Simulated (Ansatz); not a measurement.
Consider the ligand exchange at the Si–N bond: `[SiH3]NBS` + `O[Si]O` → `O[Si]O[SiH3]` + `NBS`.

Gas-phase electronic energies from Ansatz, PBE0-D4/def2-TZVP geometries. CCSD(T)/CBS adds triple-zeta CCSD(T) − MP2 to the extrapolated MP2 energy (def2 sets, frozen cores). This one scheme is used for every species. Functionals use def2-TZVPP. B3LYP here is the variant with VWN-RPA as its local correlation; programs differ in this. One conformer a species, not always the lowest.

```csv
level,ΔE (kJ/mol),difference from CCSD(T)/CBS
BLYP-D4,-56.2,-3.2
PBE0-D4,-51.8,1.2
B2PLYP,-57.3,-4.3
PBE-QIDH,-53.2,-0.2
PBE,-50.5,2.5
PBE0,-52.3,0.7
B3LYP,-58.8,-5.8
CCSD/def2-SVP,-55.5,-2.5
MP2/def2-QZVPP,-53.5,-0.5
CCSD/CBS(def2),-54.8,-1.8
CCSD(T)/CBS,-53.0,0
```

(1) What do rigid-rotor, harmonic-oscillator terms from PBE0-D4/def2-TZVP frequencies (298.15 K, 1 bar) make of the CCSD(T)/CBS value? (Best estimate.)

Largest T1 diagnostic among the species: 0.015.

Results:

(1) The calculation gave: ΔZPE = +1.4 kJ/mol, ΔH = -50.9 kJ/mol, ΔS = 9 J/(mol·K), ΔG = -53.6 kJ/mol.

From BLYP to BHLYP (50 % exact exchange), in def2-TZVPP and without D4, ΔE moves by −3.6 kJ/mol. Leaving LDA and LC-ωPBE aside and taking each functional with its dispersion term where it has one, the values, not all of them listed here, spread over 13.5 kJ/mol, from BHLYP-D4 to revPBE-D4. In def2-TZVPP, CCSD(T) changes the Hartree–Fock value by +12.2 kJ/mol (the triples alone add +1.8 kJ/mol) and MP2 by +12.2 kJ/mol.
